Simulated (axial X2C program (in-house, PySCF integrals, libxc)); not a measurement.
**Spin–orbit effects down a group: molecules with I (ions), CCSD(T)**

Computed with an in-house all-electron X2C program for linear molecules (integrals from PySCF), spin-free (one-electron X2C) or two-component (2c: spin–orbit coupling with atomic mean-field Coulomb and Gaunt terms, which also bring small scalar terms), in Dyall basis sets with cores contracted in-house; open shells are unrestricted.

Basis sets: Ge dyall-cv3z, I dyall-cv3z, Si dyall-v3z, Sn dyall-cv3z. Frozen shells (counts by l): SiI⁺ I 4s3p2d, Si 2s1p, 10 electrons correlated; GeI⁺ I 4s3p2d, Ge 3s2p1d, 10 electrons correlated; SnI⁺ I 4s3p2d, Sn 4s3p2d, 10 electrons correlated. Coupled cluster in natural virtuals with an MP2 remainder. Where the outer core of a metal is frozen, bonds come out longer and ionisation energies lower.

```json
{"molecule": "SiI⁺", "spin-free state": "M_S = 0, Λ = 0", "Re (Å)": "2.333", "ωe (cm⁻¹)": "451.2", "De (eV)": "4.07", "2c state": "Ω = 0", "Re 2c (Å)": "2.337", "ωe 2c (cm⁻¹)": "447.8", "De 2c (eV)": "3.80"}
{"molecule": "GeI⁺", "spin-free state": "M_S = 0, Λ = 0", "Re (Å)": "2.417", "ωe (cm⁻¹)": "299.9", "De (eV)": "3.72", "2c state": "Ω = 0", "Re 2c (Å)": "2.421", "ωe 2c (cm⁻¹)": "297.3", "De 2c (eV)": "n/a"}
{"molecule": "SnI⁺", "spin-free state": "M_S = 0, Λ = 0", "Re (Å)": "2.619", "ωe (cm⁻¹)": "238.9", "De (eV)": "3.31", "2c state": "Ω = 0", "Re 2c (Å)": "2.623", "ωe 2c (cm⁻¹)": "236.3", "De 2c (eV)": "n/a"}
```

(1) Work out the shifts from the spin-free to the two-component result.

Fragments in 2c: I + Si+, I + Ge+, I + Sn+. Each entry is the lowest single determinant of a limited PBE0 search at one distance. De goes to single-determinant-based atoms at the same level (for ions the charge split of lowest energy) and is withheld (n/a) where an atom does not fit its ground term or J level. Main or longest-lived isotopes. One determinant is a doubtful description, or other states lie close, for SiI⁺, GeI⁺; these need not be ground states, and all values refer to the states named. Some light 2c atoms are not at their ground J level, so De misses part of their lowering (0.04 eV or less).

Results:

(1) 

| molecule | 2c state | ΔRe (Å) | Δωe (cm⁻¹) | ΔDe (eV) |
| --- | --- | --- | --- | --- |
| SiI⁺ | Ω = 0 | 0.004 | noise | -0.27 |
| GeI⁺ | Ω = 0 | 0.004 | -2.6 | n/a |
| SnI⁺ | Ω = 0 | 0.004 | -2.6 | n/a |

Shifts of one unit in the last digit are rounding. Where the truncated virtual spaces of the two runs make Δωe unreliable it is marked noise.
